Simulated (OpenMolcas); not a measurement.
Yb3+: moving or changing the point charges

Yb3+ among 6 point charges of -1.5 e arranged as a trigonal antiprism (D3d), 2.65 Å from the ion, with a polar angle of 61.9° against the regular 54.74°.

```yaml
Program: OpenMolcas
Method: "SS-CASPT2, IPEA 0.25 Eh, imaginary shift 0.1 Eh (closed shells correlated: 5s 5p)"
Basis: ANO-RCC-VDZP [7s6p4d2f1g]
Scalar_Hamiltonian: DKH2, point nucleus
Active_space: 13 electrons in 7 orbitals (4f)
State_averaging: 2S+1 = 2 odd, 7 roots
Spin-orbit_coupling: RASSI with atomic mean-field integrals over the reference wave functions
```

Runs around this geometry, states (labels of D3, the rotations of D3d). Energies in cm-1 above the lowest state or level, χT in cm3 K/mol.

```json
{"R (Å)": "2.65", "q (e)": "-0.75", "Ground state": "2A2", "First state of that spin": "2A1 39", "First gap with spin-orbit (degeneracies)": "220 (2, 2)", "Width of lowest J": "470", "χT at 300 K": "2.515"}
{"R (Å)": "2.65", "q (e)": "-1.5", "Ground state": "2A2", "First state of that spin": "2A1 70", "First gap with spin-orbit (degeneracies)": "410 (2, 2)", "Width of lowest J": "940", "χT at 300 K": "2.408"}
{"R (Å)": "2.88", "q (e)": "-1.5", "Ground state": "2A2", "First state of that spin": "2A1 45", "First gap with spin-orbit (degeneracies)": "340 (2, 2)", "Width of lowest J": "725", "χT at 300 K": "2.456"}
{"R (Å)": "3.13", "q (e)": "-1.5", "Ground state": "2A2", "First state of that spin": "2A1 31", "First gap with spin-orbit (degeneracies)": "270 (2, 2)", "Width of lowest J": "563", "χT at 300 K": "2.494"}
```

Taking the width of the lowest J multiplet as R^-n, n = -ln(563 / 940) / ln(3.13 / 2.65) = 3.1 between the shortest and longest distance.

Scaling the charges by -0.75 / -1.5 = 0.50 scales the width of the lowest J multiplet by 470 / 940 = 0.50; with fixed orbitals a first-order splitting would follow the charge.

Point charges carry no covalency, so the field is a model and not that of real ligands. No measured value stands beside these numbers.
